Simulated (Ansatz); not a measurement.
`BNC` and `B[NH][GeH3]` differ in one element.

Ansatz, PBE0-D4/def2-TZVP geometries, multiplicity 1. 

Scalar relativity is left out up to krypton.

| property | `BNC` |
| --- | --- |
| HOMO–LUMO gap (ωB97M-V/def2-TZVPP) / eV | 12.26 |
| size of the dipole moment (PBE/def2-TZVPP) / D | 2.18 |
| HOMO energy (ωB97M-V/def2-TZVPP) / eV | -10.24 |
| LUMO energy (PBE0/def2-TZVPP) / eV | 0.25 |
| size of the dipole moment (B3LYP/def2-TZVPP) / D | 2.06 |
| size of the dipole moment (ωB97M-V/def2-TZVPP) / D | 2.06 |

What does the change do to each property? (Best estimate.)

Computed: 
```
                                          property  `B[NH][GeH3]`  shift
           HOMO–LUMO gap (ωB97M-V/def2-TZVPP) / eV          12.52   0.26
    size of the dipole moment (PBE/def2-TZVPP) / D           1.81  -0.37
             HOMO energy (ωB97M-V/def2-TZVPP) / eV         -10.63  -0.39
                LUMO energy (PBE0/def2-TZVPP) / eV           0.06  -0.19
  size of the dipole moment (B3LYP/def2-TZVPP) / D           1.73  -0.33
size of the dipole moment (ωB97M-V/def2-TZVPP) / D           1.76  -0.30
```

With PBE0 the HOMO falls by 0.45 eV and the LUMO falls by 0.19 eV, so the gap widens by about 0.26 eV. PBE moves the HOMO by -0.47 eV and ωB97M-V by -0.39 eV. Dipoles are sizes alone; their direction can turn.

B3LYP here is the variant with VWN-RPA as its local correlation; programs differ in this.
